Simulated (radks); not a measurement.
The numbers below are computed, except where a source is named.
Initial-state core-level shifts of the antimony ion Sb2+ when its valence configuration changes from [Kr] 4d10 5s2 5p1. Level of theory: non-relativistic Kohn-Sham, PBE, spin-polarised, spherical densities, point nucleus; open shells are filled with parallel spins first (spin-orbit coupling, left out, can overturn this in heavy ions); relativity is left out, which matters for an element this heavy (a radial shooting solver on a logarithmic mesh with Libxc functionals). Shifts are changes of the shell-averaged eigenvalues in eV (positive: less bound); the change of the density at the nucleus, which sets a Mossbauer isomer shift, is in e/bohr^3, on a base of 9.347e+04.

| valence | 1s | 2s | 2p | 4s | density at nucleus |
|---|---|---|---|---|---|
| 4d10 5p3 | -2.217 | -2.198 | -2.187 | -2.237 | -44.219 |
| 4d10 5s1 5p2 | -1.016 | -1.009 | -1.003 | -1.040 | -21.964 |
| 4d8 5s2 5p3 | -18.326 | -19.284 | -19.240 | -15.278 | +19.196 |
| 4d9 5s2 5p2 | -9.096 | -9.546 | -9.525 | -7.709 | +9.359 |
| 4d7 5s2 5p4 | -28.016 | -29.523 | -29.458 | -22.998 | +29.279 |
| 4d9.5 5s1.5 5p2 | -5.022 | -5.238 | -5.224 | -4.372 | -6.833 |
| 4d9.5 5s2 5p1.5 | -4.533 | -4.751 | -4.740 | -3.874 | +4.615 |
| 4d9 5s1.5 5p2.5 | -9.542 | -9.994 | -9.969 | -8.167 | -2.669 |
| 4d9 5s0.5 5p3.5 | -10.689 | -11.137 | -11.105 | -9.305 | -27.192 |
